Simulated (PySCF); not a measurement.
HCl3OTi, septet, geometry from GFN2-xTB of the parent state (such geometries of metal compounds can be far from the true shape) (the multiplicity is a formal guess); DF-PBE0/cc-pVDZ in PySCF.

Here is a job for PySCF.
```python
from pyscf import gto, scf, dft

mol = gto.M(
    atom='''
Ti   -0.54974885    0.09796153   -0.12187001
Cl    1.41842475    1.26250066   -0.23209330
Cl    0.69149532   -0.35310938    1.74838553
Cl   -0.31145690   -1.58084807   -1.40392371
O    -1.95692250    0.98389176    0.08434367
H    -2.82401938    1.38847767    0.09612609
''',
    basis='cc-pvdz',
    spin=6,
    verbose=4,
)

mf = dft.ROKS(mol)
mf.xc = 'pbe0'
mf = mf.density_fit(auxbasis='def2-universal-jkfit')
mf.kernel()
mf.analyze()
```

Question: Predict the main parts of the log of this PySCF run.

Answer: 
```
PySCF version 2.14.0

[INPUT] verbose = 4
[INPUT] num. atoms = 6
[INPUT] num. electrons = 82
[INPUT] charge = 0
[INPUT] spin (= nelec alpha-beta = 2S) = 6
[INPUT] symmetry False subgroup None
[INPUT] Mole.unit = angstrom
[INPUT] Symbol           X                Y                Z      unit          X                Y                Z       unit  Magmom
[...]
nuclear repulsion = 544.588396828852
number of shells = 30
number of NR pGTOs = 278
number of NR cGTOs = 116
basis = cc-pvdz
ecp = {}

******** <class 'pyscf.df.df_jk.DFROKS'> ********
method = DFROKS
initial guess = minao
damping factor = 0
level_shift factor = 0
DIIS = <class 'pyscf.scf.diis.CDIIS'>
diis_start_cycle = 1
diis_space = 8
diis_damp = 0
SCF conv_tol = 1e-09
SCF conv_tol_grad = None
SCF max_cycles = 50
direct_scf = False
num. doubly occ = 38  num. singly occ = 6
XC library pyscf.dft.libxc version 7.1.2
    S. Lehtola, C. Steigemann, M. J. T. Oliveira, and M. A. L. Marques,  SoftwareX 7, 1–5 (2018)
XC functionals = pbe0
    C. Adamo and V. Barone,  J. Chem. Phys. 110, 6158 (1999)
    M. Ernzerhof and G. E. Scuseria,  J. Chem. Phys. 110, 5029 (1999)
radial grids:
    Treutler-Ahlrichs [JCP 102, 346 (1995); DOI:10.1063/1.469408] (M4) radial grids

becke partition: Becke, JCP 88, 2547 (1988); DOI:10.1063/1.454033
pruning grids: <function nwchem_prune>
grids dens level: 3
symmetrized grids: False
atomic radii adjust function: <function treutler_atomic_radii_adjust>
small_rho_cutoff = 0
Set gradient conv threshold to 3.16228e-05
tot grids = 101440
******** <class 'pyscf.df.df.DF'> ********
auxbasis = def2-universal-jkfit
init E= -2305.64228315192
[...]
cycle= 1 E= -2304.43079954257  delta_E= 1.21  |g|= 1.18  |ddm|= 4.13
[...]
cycle= 2 E= -2298.39875023252  delta_E= 6.03  |g|=  3.4  |ddm|= 16.3

WARN: HOMO 0.0378821836693737 >= LUMO -0.341460902058146

cycle= 3 E= -2301.84494356427  delta_E= -3.45  |g|= 1.76  |ddm|=   12

WARN: HOMO 0.647938963380567 >= LUMO -0.0641574220320549

cycle= 4 E= -2303.18010908013  delta_E= -1.34  |g|= 1.31  |ddm|=   45

WARN: HOMO -0.0483449401262366 >= LUMO -0.389108426946583

cycle= 5 E= -2302.41069751516  delta_E= 0.769  |g|= 1.93  |ddm|= 44.4

WARN: HOMO 0.0151886055770798 >= LUMO -0.12134514289909

cycle= 6 E= -2303.92766812076  delta_E= -1.52  |g|= 1.04  |ddm|=  8.7

WARN: HOMO -0.102752702481184 >= LUMO -0.397278281920869

cycle= 7 E= -2301.80984941885  delta_E= 2.12  |g|= 2.18  |ddm|=  8.7

WARN: HOMO -0.00865889983724477 >= LUMO -0.187483162149904

cycle= 8 E= -2304.16765092503  delta_E= -2.36  |g|= 0.77  |ddm|= 6.36

WARN: HOMO -0.171667175549131 >= LUMO -0.207148160891394

cycle= 9 E= -2304.37560825208  delta_E= -0.208  |g|= 1.14  |ddm|= 6.04

WARN: HOMO -0.0226918324061152 >= LUMO -0.205277487993118

cycle= 10 E= -2304.24410440245  delta_E= 0.132  |g|= 0.691  |ddm|= 5.51

WARN: HOMO -0.161722132398275 >= LUMO -0.161809084460295

cycle= 11 E= -2304.41951944252  delta_E= -0.175  |g|= 1.08  |ddm|= 5.55

WARN: HOMO -0.018122558091616 >= LUMO -0.202542033593365

cycle= 12 E= -2304.31186807911  delta_E= 0.108  |g|= 0.61  |ddm|= 5.63
[...]
cycle= 13 E= -2304.35047409864  delta_E= -0.0386  |g|= 1.17  |ddm|= 5.62

WARN: HOMO -0.0169271749950606 >= LUMO -0.206964691579878

cycle= 14 E= -2304.33901353107  delta_E= 0.0115  |g|= 0.544  |ddm|= 5.43
[...]
cycle= 15 E= -2304.34603986755  delta_E= -0.00703  |g|= 1.17  |ddm|= 5.41

WARN: HOMO -0.0289848560165414 >= LUMO -0.234716741306714

cycle= 16 E= -2304.38196868594  delta_E= -0.0359  |g|= 0.437  |ddm|= 4.69

WARN: HOMO -0.18958328424115 >= LUMO -0.191920745974225

cycle= 17 E= -2304.23013247566  delta_E= 0.152  |g|= 1.32  |ddm|= 4.61

WARN: HOMO -0.033047045104137 >= LUMO -0.251651376885074

cycle= 18 E= -2304.26041119562  delta_E= -0.0303  |g|= 0.653  |ddm|= 4.36

WARN: HOMO -0.196011963238837 >= LUMO -0.486453589448288

cycle= 19 E= -2303.03269411368  delta_E= 1.23  |g|= 1.92  |ddm|= 4.59

WARN: HOMO -0.0340556669218508 >= LUMO -0.254445481482795

cycle= 20 E= -2304.41891472445  delta_E= -1.39  |g|=  0.3  |ddm|= 4.39
[...]
cycle= 21 E= -2304.04344353075  delta_E= 0.375  |g|= 1.66  |ddm|= 4.16

WARN: HOMO -0.028106731089184 >= LUMO -0.2596891390289

cycle= 22 E= -2304.35115192476  delta_E= -0.308  |g|= 0.498  |ddm|= 4.18

WARN: HOMO -0.212327056359328 >= LUMO -0.217411386186303

cycle= 23 E= -2304.12078864777  delta_E= 0.23  |g|=  1.5  |ddm|=  4.2

WARN: HOMO -0.0296464567881993 >= LUMO -0.270375903326988

cycle= 24 E= -2304.42622310096  delta_E= -0.305  |g|= 0.202  |ddm|= 4.02

WARN: HOMO -0.213090368698338 >= LUMO -0.216907428718875

cycle= 25 E= -2304.0901251081  delta_E= 0.336  |g|= 1.52  |ddm|= 4.03

WARN: HOMO -0.0338446673560746 >= LUMO -0.270253734266487

cycle= 26 E= -2304.43882520104  delta_E= -0.349  |g|= 0.132  |ddm|= 4.03

WARN: HOMO -0.227588206162677 >= LUMO -0.228388744509752

cycle= 27 E= -2304.10494110098  delta_E= 0.334  |g|= 1.56  |ddm|= 3.99

WARN: HOMO -0.0400248490998189 >= LUMO -0.279577704947319

cycle= 28 E= -2304.44191301155  delta_E= -0.337  |g|= 0.129  |ddm|=  3.8
[...]
cycle= 29 E= -2304.15120858811  delta_E= 0.291  |g|= 1.54  |ddm|= 3.79

WARN: HOMO -0.0358589291403706 >= LUMO -0.273707769341907

cycle= 30 E= -2304.38917627137  delta_E= -0.238  |g|= 0.131  |ddm|= 3.62
[...]
cycle= 31 E= -2304.14976577796  delta_E= 0.239  |g|= 1.54  |ddm|= 3.62

WARN: HOMO -0.0377694244786686 >= LUMO -0.275761373872163

cycle= 32 E= -2304.44282135631  delta_E= -0.293  |g|= 0.0964  |ddm|= 3.83
[...]
cycle= 33 E= -2304.14234501536  delta_E=  0.3  |g|= 1.57  |ddm|= 3.83

WARN: HOMO -0.0383199208466625 >= LUMO -0.277386134424361

cycle= 34 E= -2304.4401223368  delta_E= -0.298  |g|= 0.11  |ddm|= 3.94
[...]
cycle= 35 E= -2304.12403070066  delta_E= 0.316  |g|= 1.58  |ddm|= 3.94

WARN: HOMO -0.0385395248874922 >= LUMO -0.279072383500534

cycle= 36 E= -2304.4425477345  delta_E= -0.319  |g|= 0.0635  |ddm|= 3.95
[...]
cycle= 37 E= -2304.10231986112  delta_E= 0.34  |g|=  1.6  |ddm|= 3.95

WARN: HOMO -0.0419488921423587 >= LUMO -0.286041311925122

cycle= 38 E= -2304.4454353074  delta_E= -0.343  |g|= 0.0511  |ddm|=  3.8
[...]
cycle= 39 E= -2304.08577957678  delta_E= 0.36  |g|= 1.62  |ddm|=  3.8

WARN: HOMO -0.041653271831954 >= LUMO -0.285612101643987

cycle= 40 E= -2304.44537386747  delta_E= -0.36  |g|= 0.0437  |ddm|=  3.8
[...]
cycle= 41 E= -2304.08216161334  delta_E= 0.363  |g|= 1.63  |ddm|= 3.79

WARN: HOMO -0.0411085586774663 >= LUMO -0.28700017115509

cycle= 42 E= -2304.39439429792  delta_E= -0.312  |g|= 0.042  |ddm|=  3.5
[...]
cycle= 43 E= -2304.0634514403  delta_E= 0.331  |g|= 1.65  |ddm|=  3.5

WARN: HOMO -0.0413092583419119 >= LUMO -0.286778548433901

cycle= 44 E= -2304.39441948611  delta_E= -0.331  |g|= 0.0414  |ddm|= 3.51
[...]
cycle= 45 E= -2304.06983805307  delta_E= 0.325  |g|= 1.64  |ddm|= 3.51

WARN: HOMO -0.0419469250085003 >= LUMO -0.286351031706481

cycle= 46 E= -2304.39481054148  delta_E= -0.325  |g|= 0.0369  |ddm|= 3.53
[...]
cycle= 47 E= -2304.06255705318  delta_E= 0.332  |g|= 1.64  |ddm|= 3.52

WARN: HOMO -0.0445371047201961 >= LUMO -0.290691156526415

cycle= 48 E= -2304.44167560474  delta_E= -0.379  |g|= 0.0719  |ddm|= 3.84
[...]
cycle= 49 E= -2304.05342176696  delta_E= 0.388  |g|= 1.66  |ddm|= 3.84

WARN: HOMO -0.044624951454217 >= LUMO -0.290223245519956

cycle= 50 E= -2304.44245181828  delta_E= -0.389  |g|= 0.0428  |ddm|= 3.88
SCF not converged.
SCF energy = -2304.44245181828
**** SCF Summaries ****
Total Energy =                       -2304.442451818284098
Nuclear Repulsion Energy =             544.588396828851955
One-electron Energy =                -4243.974825400713598
Two-electron Energy =                 1394.943976753577545
Two-electron Coulomb Energy =         1529.398431280906607
DFT Exchange-Correlation Energy =     -134.454454527329062
HOMO-LUMO gap [eV] =                    -6.683069985676301
**** MO energy ****
                Roothaan           | alpha              | beta
[...]
 ** Mulliken pop on meta-lowdin orthogonal AOs  **
 ** Mulliken pop  **
 ** Mulliken atomic charges  **
charge of    0Ti =     -0.96287
charge of    1Cl =      0.35610
charge of    2Cl =      0.38259
charge of    3Cl =      0.34781
charge of    4O =     -0.36491
charge of    5H =      0.24128
Dipole moment(X, Y, Z, Debye):  2.50022, -1.13913,  0.29822
```

The run did not converge; its last values are not results.
